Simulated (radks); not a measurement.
Results of a calculation; reference values are marked as such.
Ionisation of Kr3+, [Ar] 3d10 4s2 4p3, to Kr4+, [Ar] 3d10 4s2 4p2, under several functionals. Scalar-relativistic Kohn-Sham, spin-polarised, spherical densities, point nucleus; open shells are filled with parallel spins first; a radial shooting solver on a logarithmic mesh with Libxc functionals.

functional                                        E(Kr3+) (hartree)  Exc (hartree)  IE (eV)  -e(HOMO) (eV)  <r> HOMO (bohr)  IE error (eV)
AM05                                                    -2784.30665      -92.05977   51.082         44.672            1.651         +0.232
XLYP                                                    -2788.36001      -96.16071   50.848         44.404            1.655         -0.002
RPBE                                                    -2787.80667      -95.60876   51.095         44.712            1.655         +0.245
B86b exchange with PBE correlation                      -2788.00771      -95.81026   51.134         44.741            1.654         +0.284
exchange-only LDA                                       -2781.00283      -88.70594   50.010         43.628            1.662         -0.840
LDA (Slater exchange, Perdew-Zunger correlation)        -2784.08885      -91.83356   51.123         44.693            1.653         +0.273

NIST Atomic Spectra Database: 50.9 eV (measured). Closest: XLYP. The Delta-SCF values span 1.12 eV, the total energies 7.36 hartree. The highest occupied level is 4p. Open shells are spherical and high-spin; term and fine-structure splittings are not resolved.
